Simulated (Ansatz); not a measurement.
A nudged elastic band was laid between two geometries of C₂H₇AlBF (12 atoms, charge 0, multiplicity 1).

Computed with RKS PBE0-D4/def2-SVP (Ansatz).

```json
{"movable images": "5", "climbing image": "yes", "spring": "5.0 eV/Å²", "optimiser": "quadratic models (default)", "start path": "through a guess of the saddle point", "force threshold": "0.05 eV/Å", "iteration limit": "60", "end points": "relaxed"}
```

Image 0:

```xyz
12
Properties=species:S:1:pos:R:3
C -1.922 -0.510 0.804
Al -0.332 0.544 1.276
B 1.368 0.603 -0.093
C 1.420 -0.150 -1.468
F 2.434 1.330 0.253
H -1.653 -1.529 0.475
H -2.444 -0.047 -0.054
H -2.654 -0.599 1.622
H -0.322 1.357 2.654
H 2.367 -0.025 -2.015
H 0.587 0.198 -2.105
H 1.228 -1.227 -1.314
```

Image 6:

```xyz
12
Properties=species:S:1:pos:R:3
C -1.913 -0.535 0.820
Al -0.290 0.453 1.321
B 1.365 0.601 -0.094
C 1.377 -0.057 -1.517
F 2.441 1.307 0.268
H -2.718 -0.479 1.569
H -1.681 -1.604 0.662
H -2.321 -0.173 -0.141
H -0.206 1.126 2.770
H 2.315 0.094 -2.074
H 0.539 0.351 -2.111
H 1.169 -1.138 -1.439
```

(1) Which bonds break or form, and what moves?

(2) Give the energies along the band, and the barrier.

Results:

(1) No bond is made or broken. The dihedral H6–C1–Al2–H9 goes from -132 to 5°.

(2) The forces met the threshold. The highest image is number 6 of 0 to 6, 0.0 kcal/mol above the ends, which have the same energy within 2 meV. The highest image is an end point: on this band no image between the ends rises above it. Inner images lie up to 0.004 eV below the lower end, so the ends aren't the lowest states on this path.

```
image  path coordinate (Å)  energy (kcal/mol)  dihedral H6–C1–Al2–H9 (°)
    0                 0.00                0.0                       -132
    1                 0.60                0.0                       -110
    2                 1.27               -0.1                        -85
    3                 1.95               -0.1                        -62
    4                 2.62               -0.1                        -39
    5                 3.30                0.0                        -17
    6                 3.97                0.0                          5
```

Run time: 90 s on 2 threads of Arm Neoverse V2 (shared host), peak memory 0.23 GiB.
